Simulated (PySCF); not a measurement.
This PySCF input asks for the NMR shieldings of `InChI=1S/C6H11P/c1-6-3-4-7(2)5-6/h3H,4-5H2,1-2H3`; the geometry comes from GFN2-xTB.

```python
import basis_set_exchange as bse
import numpy as np
from pyscf import gto, dft
from pyscf.prop import nmr

atoms = """
C     2.320050   -0.493507   -0.319671
C     0.986739    0.144408   -0.110347
C     0.298920    0.832370   -1.008904
C    -1.010715    1.408486   -0.569442
P    -1.431080    0.568482    1.047577
C    -2.064908   -1.017802    0.326619
C     0.349267    0.039056    1.247764
H     3.043918   -0.096229    0.391674
H     2.682478   -0.311083   -1.328122
H     2.254850   -1.569701   -0.158213
H     0.642103    1.014687   -2.016058
H    -0.921349    2.488120   -0.408362
H    -1.809005    1.252117   -1.299374
H    -2.143873   -1.761398    1.117796
H    -3.058656   -0.846263   -0.083225
H    -1.403000   -1.383456   -0.456974
H     0.404025   -0.970772    1.661928
H     0.851476    0.708801    1.953675
"""
names = dict.fromkeys(["C", "P", "H"], "pcSseg-1")
basis = {el: gto.basis.parse(bse.get_basis(n, elements=[el], fmt="nwchem")) for el, n in names.items()}
mol = gto.M(atom=atoms, basis=basis, charge=0, verbose=0)
mf = dft.RKS(mol, xc="PBE0")
mf.grids.level = 2
mf.grids.alignment = dft.numint.BLKSIZE   # the property module wants whole blocks of grid points
mf.conv_tol = 1e-9
mf.kernel()

calc = nmr.RKS(mf)   # GIAO
C = mf.mo_coeff
Co = C[:, mf.mo_occ > 0]
resp = mf.gen_response(singlet=True, hermi=2)
def vind(x):   # induced exchange potential for any number of trial vectors
    d = np.einsum("pi,xij,qj->xpq", C, 2 * x.reshape(-1, C.shape[1], Co.shape[1]), Co, optimize=True)
    return np.einsum("xpq,pi,qj->xij", resp(d - d.transpose(0, 2, 1)), C, Co, optimize=True).ravel()
mo1, _ = nmr.rhf.solve_mo1(calc, with_cphf=vind)
sigma = calc.kernel(mo1)
for i, s in enumerate(sigma):   # ppm
    w = np.linalg.eigvalsh((s + s.T) / 2)
    print("%2d %-2s iso %8.1f  s11 %8.1f  s22 %8.1f  s33 %8.1f" % (i, mol.atom_pure_symbol(i), w.mean(), *w))
```

Q: What are the results?

A: 
```
 0 C  iso    165.0  s11    148.7  s22    158.0  s33    188.3
 1 C  iso     40.4  s11    -68.8  s22     54.5  s33    135.6
 2 C  iso     56.4  s11    -41.3  s22     81.4  s33    129.0
 3 C  iso    147.8  s11    126.6  s22    148.9  s33    167.8
 4 P  iso    356.2  s11    274.9  s22    372.5  s33    421.1
 5 C  iso    172.5  s11    151.0  s22    176.3  s33    190.2
 6 C  iso    144.3  s11    121.1  s22    142.6  s33    169.2
 7 H  iso     29.9  s11     25.7  s22     27.9  s33     36.1
 8 H  iso     29.4  s11     24.6  s22     28.3  s33     35.3
 9 H  iso     29.9  s11     25.8  s22     28.4  s33     35.5
10 H  iso     26.0  s11     23.2  s22     26.5  s33     28.4
11 H  iso     28.9  s11     24.2  s22     26.6  s33     36.0
12 H  iso     29.7  s11     25.8  s22     27.5  s33     35.9
13 H  iso     31.1  s11     26.6  s22     27.9  s33     38.7
14 H  iso     31.0  s11     26.4  s22     27.8  s33     38.9
15 H  iso     30.4  s11     25.2  s22     31.3  s33     34.8
16 H  iso     30.0  s11     26.1  s22     28.9  s33     34.9
17 H  iso     29.1  s11     24.4  s22     27.5  s33     35.4
```

These numbers come from an equivalent density-fitted implementation of the same equations, which agrees with the script to about 0.01 ppm for H and up to a few tenths of a ppm for heavy atoms, so last digits may differ.

Size and cost of the density-fitted run: 181 basis functions, 25 s wall time on 1 thread of an Arm Neoverse V1, shared host; peak memory 0.86 GiB.
